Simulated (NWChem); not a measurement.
Species: SnI2F2; SMILES [F][Sn]([F])([I])[I]

Results from NWChem. Geometry: optimised at PBE0/def2-SVP (def2 core potentials past Kr).

For level TPSS/STO-3G, non-relativistic:

```yaml
highest occupied level (eV): -3.98
orbital gap (eV): 4.68
dipole (D): 1.55
```

Q: Estimate the same quantities for level TPSS/3-21G, non-relativistic.

A: The highest occupied level (eV) is -7.33. The orbital gap (eV) comes out as 3.44 and the dipole (D) comes out as 1.24.
